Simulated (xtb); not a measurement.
BN (SMILES [B]=[N]), triplet, at a GFN2-xTB geometry, atoms displaced at random by about 0.1 Å a coordinate.

Input for xtb:
```
$ xtb mol.xyz --gfn 2 --uhf 2 --opt --json

# file mol.xyz
2

B      0.11240075    -0.05909980    -0.80891572
N     -0.02994673    -0.05091943     0.59758021
```

Problem. What does this run give for the dipole moment, total energy at the end of the optimisation?

Solution. 
```json
{
  "dipole_moment": "1.95 D",
  "total_energy_at_the_end_of_the_optimisation": "-3.9323 Eh"
}
```
